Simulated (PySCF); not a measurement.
Job file and geometry (Å, from GFN2-xTB) of an NMR shielding run on SMILES BC1=C[C@H](F)COC1, C5H8BFO, GIAO PBE0/pcSseg-1 NMR shielding, non-relativistic, gas phase in PySCF; density fitting, a coarse starting grid and PySCF grid level 2 are the driver's defaults:

```
$ OMP_NUM_THREADS=1 python probes_run.py task.json out

{"job": {"kind": "nmr", "xc": "PBE0", "basis": "pcSseg-1"}, "charge": 0, "multiplicity": 1}
B      2.418563     0.162472    -0.658382
C      0.970174     0.036768    -0.138419
C      0.197860    -1.023220    -0.423158
C     -1.222267    -1.128639     0.031146
F     -1.991685    -1.746799    -0.936638
C     -1.768196     0.272403     0.332145
O     -0.899358     0.918620     1.222165
C      0.372889     1.172378     0.659326
H      2.928736    -0.756189    -1.165655
H      2.990440     1.174753    -0.546014
H      0.560360    -1.841191    -1.027908
H     -1.293620    -1.763443     0.926911
H     -1.865085     0.829029    -0.611751
H     -2.742539     0.222727     0.821320
H      1.016893     1.424843     1.505164
H      0.319236     2.054432    -0.001663
```

Q: What does the program print?

A: 
```
coarse grid: 13648 points
cycle   1  E = -394.5741373684  dE =  1.079e+00  |g| = 6.635e-01  |ddm| = 3.536e+00
cycle   2  E = -394.5024867198  dE =  7.165e-02  |g| = 9.430e-01  |ddm| = 1.236e+00
cycle   3  E = -394.6519231601  dE = -1.494e-01  |g| = 8.588e-02  |ddm| = 7.774e-01
cycle   4  E = -394.6531959892  dE = -1.273e-03  |g| = 4.223e-02  |ddm| = 1.015e-01
cycle   5  E = -394.6536017774  dE = -4.058e-04  |g| = 1.261e-02  |ddm| = 4.495e-02
cycle   6  E = -394.6536380162  dE = -3.624e-05  |g| = 5.335e-03  |ddm| = 1.537e-02
cycle   7  E = -394.6536447399  dE = -6.724e-06  |g| = 8.387e-04  |ddm| = 4.693e-03
final grid: 133040 points
cycle   8  E = -394.7186455649  dE = -4.121e-05  |g| = 1.176e-02  |ddm| = 3.196e-02
cycle   9  E = -394.7186160884  dE =  2.948e-05  |g| = 1.756e-02  |ddm| = 2.078e-02
cycle  10  E = -394.7186726012  dE = -5.651e-05  |g| = 1.115e-03  |ddm| = 1.258e-02
cycle  11  E = -394.7186728729  dE = -2.717e-07  |g| = 2.673e-04  |ddm| = 1.260e-03
cycle  12  E = -394.7186728867  dE = -1.381e-08  |g| = 9.537e-05  |ddm| = 3.390e-04
cycle  13  E = -394.7186728884  dE = -1.697e-09  |g| = 3.403e-05  |ddm| = 9.947e-05
cycle  14  E = -394.7186728886  dE = -1.767e-10  |g| = 8.562e-06  |ddm| = 3.016e-05
converged SCF energy = -394.7186728886

GIAO shielding tensors (ppm)
atom      isotropic    diamagn.    paramagn.     s11        s22        s33       span
  0 B       27.442     191.961    -164.519    -26.711    -17.797    126.832    153.544
  1 C       31.000     259.407    -228.407    -73.204     -5.177    171.381    244.585
  2 C       20.261     254.340    -234.079    -80.029      4.116    136.697    216.725
  3 C      100.045     246.257    -146.212     70.590     79.215    150.331     79.741
  4 F      399.186     470.745     -71.559    371.936    409.735    415.888     43.952
  5 C      118.747     246.857    -128.110     89.478    110.376    156.388     66.910
  6 O      300.573     395.547     -94.974    251.584    303.742    346.395     94.811
  7 C      112.801     242.687    -129.886     85.927     99.828    152.647     66.720
  8 H       24.747      29.627      -4.880     18.421     27.605     28.215      9.794
  9 H       24.860      29.559      -4.699     18.681     27.591     28.308      9.627
 10 H       24.223      32.268      -8.045     21.569     24.546     26.554      4.985
 11 H       26.278      29.385      -3.107     22.832     27.230     28.771      5.939
 12 H       28.300      30.093      -1.793     24.508     27.836     32.554      8.046
 13 H       27.262      28.191      -0.929     23.382     26.879     31.524      8.142
 14 H       26.953      28.911      -1.958     22.494     25.967     32.396      9.902
 15 H       27.053      29.334      -2.282     22.718     26.175     32.264      9.546
```

Size and cost of the density-fitted run: 176 basis functions, 30 s wall time on 1 thread of an Arm Neoverse V2, shared host; peak memory 0.79 GiB.
